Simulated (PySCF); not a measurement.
Computed shifts of a molecule C2H7GeN, KT2/pcSseg-1 in PySCF, GIAO, gas phase, equivalent atoms averaged, in ppm (number of nuclei): ¹⁵N: 15.0 (1). ¹³C: 140.0 (1), 131.7 (1). ¹H: 6.54 (1), 6.35 (1), 6.09 (1), 5.21 (1), 4.91 (1), 0.21 (1), -0.09 (1). References: ⁷³Ge against GeH4 (σ = 1669.3 ppm); ¹⁵N against NH3 (σ = 266.2 ppm); ¹³C against TMS (σ = 185.1 ppm); ¹H against TMS (σ = 31.47 ppm), references at their B3LYP-D3(BJ)/def2-TZVP geometries, non-relativistic. Coordinates come from a PBE0-D3(BJ)/def2-SVP optimisation. One conformer was computed; it need not be the lowest.

Problem. Which molecule gave these data?
A. C/C=[N]\[GeH3]
B. [CH2]1N[CH2][GeH2]1
C. C=[CH][GeH2][NH2]
D. C/N=[CH]\[GeH3]

Solution. C, C=[CH][GeH2][NH2]
